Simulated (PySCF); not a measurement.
InH3, SMILES [InH3]. Atoms are numbered in the order given.

```xyz
4

In     0.0000     0.0000     0.0000
H      1.7306     0.0000     0.0000
H     -0.8653     1.4987     0.0000
H     -0.8653    -1.4987     0.0000
```

Geometry: B3LYP-D3(BJ)/def2-TZVPD. The def2 effective core potentials stand for the cores of In; spin–orbit coupling is left out.

These are B3LYP/def2-TZVPD (PySCF) values and carry that method's errors.

Mulliken values depend strongly on the basis, most of all with diffuse functions as here. ESP charges are fitted to the potential on shells at 1.4 to 2.0 van der Waals radii. Atomic charges (e):

```json
[
 {"atom": "In1", "ESP fit": "0.74", "Mulliken": "0.51"},
 {"atom": "H2", "ESP fit": "-0.25", "Mulliken": "-0.17"},
 {"atom": "H3", "ESP fit": "-0.25", "Mulliken": "-0.17"},
 {"atom": "H4", "ESP fit": "-0.25", "Mulliken": "-0.17"}
]
```
